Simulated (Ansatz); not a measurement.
Stepwise reaction of `[F][Ge]([F])([SiH3])[SiH3]` with water, as a gas-phase model of exchange steps in deposition or etching. ΔE in kJ/mol; ΔG adds harmonic PBE0-D4 terms to CCSD(T)/CBS, at 1 bar.

Isolated molecules relaxed with PBE0-D4/def2-TZVP in Ansatz; ΔE leaves out vibrations. CBS: MP2 limit from def2 TZ/QZ plus the TZ coupled-cluster correction, frozen cores. This one scheme is used for every species. Functionals use def2-TZVPP. B3LYP here is the variant with VWN-RPA as its local correlation; programs differ in this. For Ge outer-core shells are correlated without core-valence functions, which leaves a few kJ/mol of doubt a bond. Scalar relativity is left out up to krypton. Each species was taken in one conformer, which may not be the lowest.

```csv
step,reaction,PBE-D4,B3LYP-D4,ωB97M-V,CCSD(T)/CBS,ΔG(400 K)
1,`[F][Ge]([F])([SiH3])[SiH3]` + H₂O → `[OH][Ge]([F])([F])[SiH3]` + SiH₄,-23.9,-37.6,-43.9,-38.5,-39.9
2,`[OH][Ge]([F])([F])[SiH3]` + H₂O → `[OH][Ge]([OH])([F])[F]` + SiH₄,1.5,-9.9,-16.7,-12.8,-9.7
```

(1) By hand: ΔE of the 2 steps together at CCSD(T)/CBS.

## Answers

(1) (-38.5) + (-12.8) = -51.3 kJ/mol, or -25.6 kJ/mol a step.

In ΔE each step is higher than the one before. All are downhill at CCSD(T)/CBS. ΔG lies between -39.9 and -9.7 kJ/mol a step. PBE-D4 differs from CCSD(T)/CBS by 14.3 to 14.6 kJ/mol a step. Only this route is followed, and other bonds may react first. Isolated molecules leave out the surface, adducts and barriers. Largest T1 diagnostic: 0.013.
